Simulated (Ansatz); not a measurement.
Consider the cleavage of the Si–Si bond: `[SiH3][Si@H]1O[C@@H]1Br` + `COB(N)O` → `COB(N)O[SiH3]` + `BrC1O[SiH2]1`.

Gas-phase electronic energies from Ansatz, PBE0-D4/def2-TZVP geometries. CCSD(T)/CBS is the MP2 limit (def2-TZVPP, def2-QZVPP) plus CCSD(T) − MP2 in def2-TZVPP, frozen cores. Functionals use def2-TZVPP. B3LYP here is the variant with VWN-RPA as its local correlation; programs differ in this. For Br outer-core shells are correlated without core-valence functions, which leaves a few kJ/mol of doubt a bond. Scalar relativity is left out up to krypton. One conformer a species, not always the lowest.

```tsv
level	ΔE (kJ/mol)
PBE-D4	-56.7
B3LYP-D4	-84.2
ωB97M-V	-86.9
B3LYP	-83.4
```

Problem. What does CCSD(T)/CBS give? (An estimate is asked.)

Solution. The calculation gave: -83.8 kJ/mol. The listed levels differ from it by 27.1, -0.4, -3.1, 0.4 kJ/mol.

Largest T1 diagnostic among the species: 0.013.

From PBE to PBE0 (25 % exact exchange), in def2-TZVPP and without D4, ΔE moves by −9.1 kJ/mol. In def2-TZVPP, CCSD(T) changes the Hartree–Fock value by +27.4 kJ/mol (the triples alone add +4.1 kJ/mol) and MP2 by +20.7 kJ/mol.
